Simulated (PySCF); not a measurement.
Input file for PySCF: R-MP2/6-31G* on CH2OSe (a complex), monomers drawn apart or pushed together.

```python
from pyscf import gto, scf, dft, mp
from pyscf.data.elements import chemcore

mol = gto.M(
    atom='''
    C     0.63947630    0.12382111    0.21118088
    O    -0.32863329    0.25683449   -0.34630877
    Se   -0.14029667   -0.53115200    5.30572776
    H     0.87657408    0.49772211    5.04399323
    H     0.73693457   -1.57744534    4.76086998
    ''',
    basis='6-31g*',
    cart=True,
    charge=0, spin=0, verbose=3, max_memory=1800)
mf = scf.RHF(mol)
mf.conv_tol = 1e-8
mf.max_cycle = 100
mf.kernel()
if not mf.converged:
    mf = mf.newton().run(mf.mo_coeff, mf.mo_occ)
pt = mp.MP2(mf, frozen=chemcore(mol)).run()
```

Problem. Predict the final total energy.

Solution. -2513.9799 hartree.
